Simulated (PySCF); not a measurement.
PySCF 2.14 output of an unrestricted wB97M-V calculation on a single atom or ion in x2c-TZVPPall with one added diffuse shell each of s, p, d type (12s8p8d3f1g, 106 functions), with scalar relativity by spin-free X2C-1e:

```
SCF conv_tol = 1e-09
number electrons alpha = 28  beta = 27
    N. Mardirossian and M. Head-Gordon.,  J. Chem. Phys. 144, 214110 (2016)
cycle= 1 E= -8491.16234079636  delta_E= -0.00757  |g|= 0.0205  |ddm|= 0.178
cycle= 2 E= -8491.1624640701  delta_E= -0.000123  |g|= 0.00726  |ddm|= 0.0289
cycle= 3 E= -8491.1624792191  delta_E= -1.51e-05  |g|= 0.00285  |ddm|= 0.014
cycle= 4 E= -8491.16248230441  delta_E= -3.09e-06  |g|= 0.000834  |ddm|= 0.00358
cycle= 5 E= -8491.16248305241  delta_E= -7.48e-07  |g|= 9.6e-05  |ddm|= 0.00305
cycle= 6 E= -8491.16248306143  delta_E= -9.01e-09  |g|= 1.14e-05  |ddm|= 0.000332
cycle= 7 E= -8491.1624830616  delta_E= -1.76e-10  |g|= 4.45e-06  |ddm|= 3.36e-05
converged SCF energy = -8491.1624830616  <S^2> = 0.75046096  2S+1 = 2.0004609
```

The run itself started from symmetry-adapted Hartree-Fock orbitals and held the occupation by maximum overlap, on a logarithmic radial grid, so the iterations belong to that start.

Question: Which element, charge and spin multiplicity is this?

Answer: La²⁺ (lanthanum, charge +2), multiplicity 2; the state was [Xe] 4f1, 2F determinant (an excited configuration).

Spin-orbit coupling, absent here, splits the open shell strongly.
